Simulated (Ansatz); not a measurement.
C2H7B, SMILES `CBC` (charge 0, multiplicity 1).

Cartesian coordinates (Å):
SMILES: CBC
```xyz
10

C     -1.3775     0.1163     0.0750
B      0.0130    -0.4081    -0.3993
C      1.3697     0.1221     0.1589
H     -2.1364    -0.6664     0.1510
H     -1.3597     0.7009     0.9969
H     -1.7374     0.7863    -0.7216
H      0.0405    -1.2649    -1.2382
H      1.7355    -0.6496     0.8542
H      2.1494     0.2100    -0.6018
H      1.3030     1.0533     0.7250
```
Charge 0, multiplicity 1.

Frozen-core energies in 6-31g from Ansatz (a program for electronic structure) at a geometry from B3LYP-D3(BJ)/def2-TZVP; the HF reference has <S^2> = 0.00 and the T1 diagnostic is 0.007.

```csv
level,energy (Ha),difference from CCSDTQ (mHa)
HF,-104.45524,279.60
MP2,-104.68843,46.41
CCSD,-104.72831,6.53
CCSD(T),-104.73393,0.91
CCSDT,-104.73461,0.23
CCSDT(Q),-104.73485,-0.01
CCSDTQ,-104.73484,0.00
```
